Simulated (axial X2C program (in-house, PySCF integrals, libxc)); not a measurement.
# CrIn: from the spin-free to the two-component result

All values were computed with an in-house all-electron X2C program for linear molecules (integrals from PySCF). Spin-free means the one-electron spin-free X2C Hamiltonian; two-component (2c) means X2C with spin–orbit coupling and atomic mean-field two-electron Coulomb and Gaunt terms, so the difference of the two also holds small scalar two-electron terms. Basis: In dyall-cv3z [11s12p9d4f1g], Cr dyall-cv3z [9s10p6d3f2g] (cores contracted in-house); Gaussian nuclei, density fitting, unrestricted open shells. Masses: In 114.904 u, Cr 51.941 u.

Spin-free state: M_S = 5/2, Λ = 0 (beyond evenly filled blocks: σα, π+α, π-α, δ+α, δ-α); fragments In + Cr.

```json
{"level": "PBE0", "Re (Å)": "2.877", "ωe (cm⁻¹)": "146.2", "De (eV)": "0.998", "μ (D)": "0.48"}
{"level": "PBEsol", "Re (Å)": "2.789", "ωe (cm⁻¹)": "165.4", "De (eV)": "1.394", "μ (D)": "0.19"}
```

Dipoles are positive if Cr is the positive end.

Two-component determinant lowest at the distance of the search:

Ω = 5/2 (⟨Sz⟩ = 2.53, ⟨Lz⟩ = -0.03 at PBE0); fragments In + Cr.

| level | Re (Å) | ωe (cm⁻¹) | μ (D) |
| --- | --- | --- | --- |
| PBE0 | 2.876 | 145.5 | 0.54 |
| PBEsol | 2.789 | 165.0 | 0.23 |

Problem. From the two tables, how do the constants change at the PBE0 level (2c against spin-free)?

Solution. At the PBE0 level Re is unchanged within 0.001 Å and ωe drops by 0.7 cm⁻¹.

Occupations by symmetry block were frozen at the best pattern of an incomplete PBE0 search. Dissociation energies refer to the lowest single-determinant-based atoms at the same level and basis. De is not given where an atomic determinant may have missed its ground term or J level, or where the truncated virtual space spoils (T). Density functionals use the spin component along the axis (collinear). PBE0 can misorder states that lie within some tenths of an eV, so this need not be the ground state of the molecule. The nearest other spin-free determinant of the search, M_S = 7/2, Λ = 1, lies 0.44 eV up at the distance of the search. The functionals have no current-density term, which raises determinants with orbital currents, atoms included. With several unpaired electrons one determinant need not be a pure state. This is the top spin component of a Σ state; components of lower Ω are not single determinants and can lie lower. The determinant is spin-polarised beyond a pure state at some levels (its spin-free form has ⟨S²⟩ too high), which makes Re and μ there less reliable.
